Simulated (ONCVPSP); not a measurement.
# Configuration tests for titanium (Ti) (ONCV)

- Element: Ti
- Generator: ONCVPSP 4.0.1
- Type: optimised norm-conserving Vanderbilt (ONCV)
- Functional: PBE
- Relativity: scalar-relativistic
- Frozen core: [Ne]
- Valence charge: 12
- Reference configuration: 3s2 3p6 3d2 4s2
- Partial waves: 3s+4s: rc 1.75 bohr, ncon 3, nbas 6, qcut 5.3 1/bohr, 2 projectors; 3p: rc 1.65 bohr, ncon 3, nbas 8, qcut 7.2 1/bohr, 1 projector; 3d: rc 1.50 bohr, ncon 3, nbas 8, qcut 9.4 1/bohr, 3 projectors, debl 1.8 Ha
- Local potential: polynomial inside 1.25 bohr (lpopt 2, dvloc0 0 Ha)
- Core correction: Teter function, fcfact 4.75, rcfact 1.65

Energies are relative to the spin-unpolarised reference configuration 3s2 3p6 3d2 4s2; without spin polarisation the order of configurations can differ from experiment.

```csv
valence configuration,charge,ΔE all-electron (eV),error AE − PS (meV)
3s2 3p6 3d2 4s1,+1,7.347,-0.6
3s2 3p6 3d2 4s0,+2,20.919,-3.1
3s2 3p6 3d2.5 4s1.5,0,0.353,+1.9
```

What are ΔE and the potential's error for 3s2 3p6 3d1 4s0?

ΔE = 47.867 eV all-electron; the error (AE − PS) is +21 meV.

Levels in the configuration 3s2 3p6 3d2 4s1:

```json
{"level": "3s", "all-electron (eV)": "-69.918", "pseudo (eV)": "-69.937"}
{"level": "3p", "all-electron (eV)": "-46.152", "pseudo (eV)": "-46.161"}
{"level": "3d", "all-electron (eV)": "-11.368", "pseudo (eV)": "-11.373"}
{"level": "4s", "all-electron (eV)": "-10.351", "pseudo (eV)": "-10.351"}
```
